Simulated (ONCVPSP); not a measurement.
**selenium, ONCV: configuration errors across variants**

* Element: Se (Z = 34)
* Generator: ONCVPSP 4.0.1
* Type: optimised norm-conserving Vanderbilt (ONCV)
* Functional: LDA (Perdew-Wang 92)
* Relativity: scalar-relativistic
* Frozen core: [Ne]
* Valence charge: 24
* Reference configuration: 3s2 3p6 3d10 4s2 4p4
* Partial waves: 3s+4s: rc 0.80 bohr, ncon 5, nbas 8, qcut 17.6 1/bohr, 2 projectors; 3p+4p: rc 0.90 bohr, ncon 4, nbas 7, qcut 16.5 1/bohr, 2 projectors; 3d: rc 0.80 bohr, ncon 4, nbas 8, qcut 20.1 1/bohr, local
* Local potential: the d channel
* Core correction: Teter function, fcfact 3.75, rcfact 1.8

All-electron excitation energies from the reference (eV): (1) 3s2 3p6 3d10 4s2 4p3 11.004; (2) 3s2 3p6 3d10 4s2 4p2 31.558; (3) 3s2 3p6 3d10 4s2 4p1 62.711; (4) 3s1 3p6 3d10 4s2 4p4 224.272.

A true bound ghost makes a file unfit for plane-wave use even where its test errors are small: the radial tests pick states by their node count and pass the ghost by.

Errors AE − PS in meV (a dash: test not solved or not reliable):

| change | (1) | (2) | (3) | (4) | bound ghosts | GHOST(+) flags above zero |
| --- | --- | --- | --- | --- | --- | --- |
| base | -0.8 | -2.6 | -5.6 | -116 | s | none |
| all radii but the core radius scaled by about 1.15 (s 0.92, p 1.04, d 0.92 bohr) | -1.0 | -3.4 | -7.8 | -191 | s | none |
| core correction Teter function, fcfact 1.5, rcfact 1.8 | -0.8 | -2.6 | -5.6 | -112 | s | none |

(1) Give the same row for: s: rc 0.96.

Results:

(1) -0.8, -2.5, -5.4, -135; bound ghosts: s; GHOST(+) flags above zero: none.
